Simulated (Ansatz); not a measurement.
Pulling on the Al1–H3 bond in AlFHI (SMILES [F][AlH][I]) (multiplicity 1 held, fragments rigid). Energies count from the point at 1.559 Å.
Geometry at that point (charge 0, multiplicity 1):
```xyz
4

Al    -0.15958    -0.93431    -1.31852
F     -1.73146    -1.33496    -1.60855
H      0.94832    -1.46087    -2.28100
I      0.31527     0.48343     0.63960
```

Signs of static correlation in def2-SVP, with CASSCF(2,2), from Ansatz (an electronic-structure program) runs.

| R (Å) | T1 of restricted CCSD | ⟨S²⟩ of UHF | largest double amplitude of restricted CCSD | weight of the CASSCF reference in MRCISD | CASSCF natural occupations |
|---|---|---|---|---|---|
| 1.247 | 0.013 | 0.000 | 0.038 | 0.907 | 1.99 0.01 |
| 1.403 | 0.013 | 0.000 | 0.038 | 0.907 | 1.98 0.02 |
| 1.559 | 0.013 | 0.000 | 0.038 | 0.907 | 1.98 0.02 |
| 1.715 | 0.013 | 0.000 | 0.040 | 0.908 | 1.97 0.03 |
| 1.871 | 0.013 | 0.000 | 0.054 | 0.908 | 1.96 0.04 |
| 2.105 | 0.014 | 0.000 | 0.068 | 0.908 | 1.93 0.07 |
| 2.339 | 0.016 | [?] | 0.133 | 0.908 | 1.88 0.12 |
| 2.729 | 0.022 | 0.728 | 0.275 | 0.908 | 1.76 0.24 |
| 3.118 | 0.031 | 0.901 | [?] | 0.908 | 1.58 0.42 |
| 3.586 | 0.042 | 0.973 | 0.598 | 0.908 | 1.36 0.64 |
| 4.210 | 0.051 | 0.999 | 0.777 | 0.908 | 1.17 0.83 |
| 4.989 | 0.053 | 1.004 | 0.892 | 0.908 | 1.06 0.94 |

Question: Fill in the missing entries.

Answer: 
- 2.339, ⟨S²⟩ of UHF: 0.263
- 3.118, largest double amplitude of restricted CCSD: 0.421

Doubts at one or more of the structures used: a restricted determinant that unrestricted orbitals would lower (R-CCSD(T)/def2-SVP); other coupled-cluster roots lie near (R-CCSD(T)/def2-SVP); T1 above 0.05 (R-CCSD(T)/def2-SVP, U-CCSD(T)/def2-SVP); a spin-contaminated determinant (U-CCSD(T)/def2-SVP).
